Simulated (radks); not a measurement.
Values are calculated unless marked as measured or tabulated.
Task: The mean radii <r> (bohr) of the occupied orbitals of an atom or ion are listed with their occupations. Code: a radial shooting solver on a logarithmic mesh with Libxc functionals. Model: Dirac Kohn-Sham, LDA (Slater exchange, Perdew-Wang correlation), spin-unpolarised, spherical densities, point nucleus.

| orbital | occ. | <r> |
|---|---|---|
| 1s1/2 | 1 | 1.673 |

Name the element and its charge. Open shells, if any, fill j = l - 1/2 first.

Result: Z = 1, hydrogen, charge 0: H in 1s1. The 1s radius gives Z: for a bare nucleus <r> = (2 gamma + 1)/(2Z) with gamma = sqrt(1 - (Z/c)^2), 1.5 bohr for Z = 1, and the self-interaction of the functional makes it slightly larger (1.673 here). The occupations add up to 1, and the charge is Z minus that.
